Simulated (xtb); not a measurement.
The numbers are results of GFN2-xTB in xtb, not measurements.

```
xtb start.xyz --ohess tight --gfn 2 --chrg 0 --uhf 0 --iterations 400

# start.xyz
8

C     -1.670544     0.051549     0.369264
C     -0.406040    -0.229599     0.276110
C      0.857215    -0.516994     0.182091
C      1.819554     0.516727     0.291773
N      2.625073     1.347314     0.378548
H     -2.172027     0.041485     1.330888
H     -2.245100     0.322596    -0.509788
H      1.191869    -1.533078     0.021085
```

Output:

```
[...]
         8        2.0000           -0.4924155             -13.3993
         9        2.0000           -0.4670953             -12.7103
        10        2.0000           -0.4434056             -12.0657
        11        2.0000           -0.4200836             -11.4311
        12        2.0000           -0.4167622             -11.3407 (HOMO)
        13                         -0.2631993              -7.1620 (LUMO)
        14                         -0.2262477              -6.1565
        15                         -0.1985887              -5.4039
        16                         -0.1335007              -3.6327
        17                          0.0905224               2.4632
       ...                                ...                  ...
        23                          1.1692561              31.8171
      -------------------------------------------------------------
                  HL-Gap            0.1535629 Eh            4.1787 eV
             Fermi-level           -0.3399807 Eh           -9.2513 eV


         :::::::::::::::::::::::::::::::::::::::::::::::::::::
         ::                     SUMMARY                     ::
         :::::::::::::::::::::::::::::::::::::::::::::::::::::
         :: total energy             -12.895103502287 Eh    ::
         :: gradient norm              0.000468959233 Eh/a0 ::
         :: HOMO-LUMO gap              4.178658669456 eV    ::
         ::.................................................::
         :: SCC energy               -13.201444402113 Eh    ::
         :: -> isotropic ES            0.009958765695 Eh    ::
         :: -> anisotropic ES          0.000635619192 Eh    ::
         :: -> anisotropic XC          0.024933986356 Eh    ::
         :: -> dispersion             -0.003824105953 Eh    ::
         :: repulsion energy           0.306340899826 Eh    ::
         :: add. restraining           0.000000000000 Eh    ::
         :: total charge               0.000000000000 e     ::
         :::::::::::::::::::::::::::::::::::::::::::::::::::::

           -------------------------------------------------
          |                Numerical Hessian                |
           -------------------------------------------------
step length          :   0.00500
SCC accuracy         :   0.30000
Hessian scale factor :   1.00000
frozen atoms in %    :   0.00000    0
RMS gradient         :   0.00047
estimated CPU  time      0.00 min
estimated wall time      0.00 min

writing file <hessian>.

 projected vibrational frequencies (cm⁻¹)
eigval :       -0.00     0.00     0.00     0.00     0.00     0.00
eigval :      126.22   294.84   326.46   347.12   574.96   598.85
eigval :      819.81   847.52   936.26   969.80  1104.84  1288.00
eigval :     1412.96  2071.15  2376.44  3031.71  3077.76  3085.62
           -------------------------------------------------
          |                Property Printout                |
           -------------------------------------------------

    * Orbital Energies and Occupations

         #    Occupation            Energy/Eh            Energy/eV
      -------------------------------------------------------------
         1        2.0000           -0.6553590             -17.8332
         2        2.0000           -0.6428091             -17.4917
         3        2.0000           -0.6278810             -17.0855
         4        2.0000           -0.5727095             -15.5842
         5        2.0000           -0.5422403             -14.7551
         6        2.0000           -0.5221794             -14.2092
         7        2.0000           -0.5147347             -14.0066
         8        2.0000           -0.4924154             -13.3993
         9        2.0000           -0.4670952             -12.7103
        10        2.0000           -0.4434056             -12.0657
        11        2.0000           -0.4200835             -11.4311
        12        2.0000           -0.4167622             -11.3407 (HOMO)
        13                         -0.2631991              -7.1620 (LUMO)
        14                         -0.2262477              -6.1565
        15                         -0.1985886              -5.4039
        16                         -0.1335004              -3.6327
        17                          0.0905225               2.4632
        18                          0.1621522               4.4124
        19                          0.2853301               7.7642
        20                          0.3004928               8.1768
        21                          0.3849948              10.4762
        22                          1.0510644              28.6009
        23                          1.1692562              31.8171
      -------------------------------------------------------------
                  HL-Gap            0.1535630 Eh            4.1787 eV
             Fermi-level           -0.3399806 Eh           -9.2513 eV

     #   Z          covCN         q      C6AA      α(0)
     1   6 C        2.833    -0.095    30.380     9.032
     2   6 C        1.984     0.020    30.548     8.926
     3   6 C        2.887    -0.039    28.960     8.823
     4   6 C        1.913     0.122    28.096     8.560
     5   7 N        0.911    -0.240    26.261     7.412
     6   1 H        0.926     0.078     2.005     2.214
     7   1 H        0.926     0.078     2.004     2.214
     8   1 H        0.925     0.076     2.016     2.220

 Mol. C6AA /au·bohr⁶  :        965.225154
 Mol. C8AA /au·bohr⁸  :      24189.793023
 Mol. α(0) /au        :         49.400626

Wiberg/Mayer (AO) data.
largest (>0.10) Wiberg bond orders for each atom

 ---------------------------------------------------------------------------
     #   Z sym  total        # sym  WBO       # sym  WBO       # sym  WBO
 ---------------------------------------------------------------------------
     1   6 C    3.988 --     2 C    2.005     6 H    0.934     7 H    0.933
     2   6 C    3.974 --     1 C    2.005     3 C    1.814     5 N    0.115
     3   6 C    3.984 --     2 C    1.814     4 C    1.098     8 H    0.915
     4   6 C    3.949 --     5 N    2.790     3 C    1.098
     5   7 N    3.013 --     4 C    2.790     2 C    0.115
     6   1 H    0.994 --     1 C    0.934
     7   1 H    0.994 --     1 C    0.933
     8   1 H    0.994 --     3 C    0.915
 ---------------------------------------------------------------------------

Topologies differ in total number of bonds
Writing topology from bond orders to xtbtopo.mol

molecular dipole:
                 x           y           z       tot (Debye)
 q only:       -1.029      -0.626      -0.048
   full:       -1.380      -0.969      -0.083       4.292
molecular quadrupole (traceless):
                xx          xy          yy          xz          yz          zz
 q only:       -2.246      -4.791       0.241      -1.367      -0.585       2.005
  q+dip:       -2.091      -7.944      -0.227      -2.106      -0.857       2.318
   full:       -4.046      -8.577       0.121      -2.049      -1.017       3.926

           -------------------------------------------------
          |                Geometry Summary                 |
           -------------------------------------------------

      molecular mass/u    :       65.0734691
   center of mass at/Å    :        0.6291739       0.2356973       0.3005570
  moments of inertia/u·Å² :        0.1966706E+02   0.1829824E+03   0.1992609E+03
rotational constants/cm⁻¹ :        0.8571505E+00   0.9212708E-01   0.8460080E-01

 * 6 selected distances

     #   Z          #   Z                                           value/Å
     1   6 C        2   6 C                                       1.2888295
     2   6 C        3   6 C                                       1.3067884 (max)
     4   6 C        5   7 N                                       1.1461669
     1   6 C        6   1 H                                       1.0782377
     1   6 C        7   1 H                                       1.0782301 (min)
     3   6 C        8   1 H                                       1.0828879

 * 3 distinct bonds (by element types)

   Z      Z             #   av. dist./Å        max./Å        min./Å
   1 H    6 C           3     1.0797852     1.0828879     1.0782301
   6 C    6 C           2     1.2978089     1.3067884     1.2888295
   6 C    7 N           1     1.1461669     1.1461669     1.1461669
Molecule has the following symmetry elements: (sigma)
It seems to be the Cs point group

           -------------------------------------------------
          |               Frequency Printout                |
           -------------------------------------------------
 projected vibrational frequencies (cm⁻¹)
eigval :       -0.00     0.00     0.00     0.00     0.00     0.00
eigval :      126.22   294.84   326.46   347.12   574.96   598.85
eigval :      819.81   847.52   936.26   969.80  1104.84  1288.00
eigval :     1412.96  2071.15  2376.44  3031.71  3077.76  3085.62
 reduced masses (amu)
   1: 11.74   2: 12.59   3: 11.98   4: 11.12   5: 11.86   6:  8.78   7: 11.52   8:  6.32
   9:  9.61  10: 11.52  11: 12.06  12:  8.45  13:  2.30  14:  3.74  15:  4.75  16: 11.00
  17:  3.11  18:  5.60  19:  7.11  20: 11.86  21: 12.78  22:  1.81  23:  1.52  24:  2.08
 IR intensities (km·mol⁻¹)
   1:  0.08   2:  3.45   3:  1.52   4:  0.94   5:  2.63   6:  3.44   7:  3.43   8:  0.26
   9:  5.69  10:  4.26  11:  4.39  12: 12.82  13: 20.17  14: 47.47  15:  2.93  16:  0.62
  17:  0.44  18: 15.80  19:  2.22  20:282.22  21:222.07  22:  3.51  23:  1.64  24:  3.50
 Raman intensities (Ä⁴*amu⁻¹)
   1:  0.00   2:  0.00   3:  0.00   4:  0.00   5:  0.00   6:  0.00   7:  0.00   8:  0.00
   9:  0.00  10:  0.00  11:  0.00  12:  0.00  13:  0.00  14:  0.00  15:  0.00  16:  0.00
  17:  0.00  18:  0.00  19:  0.00  20:  0.00  21:  0.00  22:  0.00  23:  0.00  24:  0.00
 output can be read by thermo (or use thermo option).
 writing <g98.out> molden fake output.
 recommended (thermochemical) frequency scaling factor: 1.0
           -------------------------------------------------
          |             Thermodynamic Functions             |
           -------------------------------------------------

cs  symmetry found (for desy threshold:  0.10E+00) used in thermo

          ...................................................
          :                      SETUP                      :
          :.................................................:
          :  # frequencies                          18      :
          :  # imaginary freq.                       0      :
          :  linear?                             false      :
          :  only rotor calc.                    false      :
          :  symmetry                               cs      :
          :  rotational number                       1      :
          :  scaling factor                  1.0000000      :
          :  rotor cutoff                   50.0000000 cm⁻¹ :
          :  imag. cutoff                  -20.0000000 cm⁻¹ :
          :.................................................:

    mode    ω/cm⁻¹     T·S(HO)/kcal·mol⁻¹    T·S(FR)/kcal·mol⁻¹   T·S(vib)
   ------------------------------------------------------------------------
       1    126.22    -0.89532 ( 97.60%)    -0.78194 (  2.40%)    -0.89259
       2    294.84    -0.43113 ( 99.92%)    -0.53077 (  0.08%)    -0.43121
   ------------------------------------------------------------------------

   temp. (K)  partition function   enthalpy   heat capacity  entropy
                                   cal/mol     cal/K/mol   cal/K/mol   J/K/mol
 298.15  VIB   5.40                 1550.391     11.512      8.542
         ROT  0.647E+05              888.752      2.981     24.994
         INT  0.349E+06             2439.143     14.493     33.537
         TR   0.508E+27             1481.254      4.968     38.420
         TOT                        3920.3973    19.4609    71.9566   301.0664

       T/K    H(0)-H(T)+PV         H(T)/Eh          T*S/Eh         G(T)/Eh
   ------------------------------------------------------------------------
    298.15    0.624755E-02    0.593068E-01    0.341889E-01    0.251179E-01
   ------------------------------------------------------------------------

         :::::::::::::::::::::::::::::::::::::::::::::::::::::
         ::                  THERMODYNAMIC                  ::
         :::::::::::::::::::::::::::::::::::::::::::::::::::::
         :: total free energy         -12.869985597702 Eh   ::
         ::.................................................::
         :: total energy              -12.895103502283 Eh   ::
         :: zero point energy           0.053059251089 Eh   ::
         :: G(RRHO) w/o ZPVE           -0.027941346508 Eh   ::
         :: G(RRHO) contrib.            0.025117904581 Eh   ::
         :::::::::::::::::::::::::::::::::::::::::::::::::::::

optimized geometry written to: xtbopt.xyz

           -------------------------------------------------
          | TOTAL ENERGY              -12.895103502283 Eh   |
          | TOTAL ENTHALPY            -12.835796700490 Eh   |
          | TOTAL FREE ENERGY         -12.869985597702 Eh   |
          | GRADIENT NORM               0.000469027176 Eh/α |
          | HOMO-LUMO GAP               4.178662947760 eV   |
           -------------------------------------------------

------------------------------------------------------------------------
```

Cost: about 0.17 core-seconds (a rough figure).
